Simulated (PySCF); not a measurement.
Compound: C5H10Si.
Geometry (GFN2-xTB, Å), atoms numbered from 1 in this order:
```
atom  x, y, z in Å
C1     2.607    0.267   -0.093
C2     1.373   -0.135   -0.331
C3     0.162    0.366    0.376
C4    -0.900    0.907   -0.618
Si5   -2.092   -0.527   -0.209
C6    -0.649   -0.794    1.012
H7     2.825    1.014    0.654
H8     3.454   -0.128   -0.629
H9     1.177   -0.886   -1.087
H10    0.454    1.116    1.113
H11   -0.527    0.974   -1.638
H12   -1.251    1.899   -0.341
H13   -2.246   -1.545   -1.250
H14   -3.388   -0.164    0.365
H15   -0.880   -0.607    2.058
H16   -0.126   -1.748    0.966
```

Definitions: NICS(0) = −σiso at the ring centroid; NICS(1) = −σiso and NICS(1)zz = −σzz at ±1 Å along the ring normal z. Level: GIAO PBE0/pcSseg-1 (PySCF, non-relativistic, gas phase) on the GFN2-xTB geometry, one conformer.

Ring bond lengths (Å), with Mayer bond orders in brackets: C3–C4 1.552 (0.95), C4–Si5 1.909 (0.94), Si5–C6 1.909 (0.94), C6–C3 1.552 (0.95).

Task: What do the NICS probes read (ppm)?

Result: 
| ring | type | NICS(0) | NICS(1), two faces | NICS(1)zz, two faces | rms pucker (Å) | centre to ring atoms, mean (Å) |
| --- | --- | --- | --- | --- | --- | --- |
| C3–C4–Si5–C6 | 4-membered ring with Si; formal bonds all single | 2.5 | 0.1 / 0.3 | 5.8 / 5.8 | 0.04 | 1.22 |

Task: What can be read from them?

Result: 
- C3–C4–Si5–C6: mean NICS(1)zz 5.8 ppm, deshielded. C3, C4, Si5, C6 have four or more neighbours; no verdict on aromaticity is drawn.

Task: What is the mean of the two in-plane components of NICS at the first NICS(1) probe listed for ring C3–C4–Si5–C6, 1 Å off the ring?

Result: The isotropic value is a third of the trace: (3 × 0.1 − (5.8))/2 = -2.8 ppm.
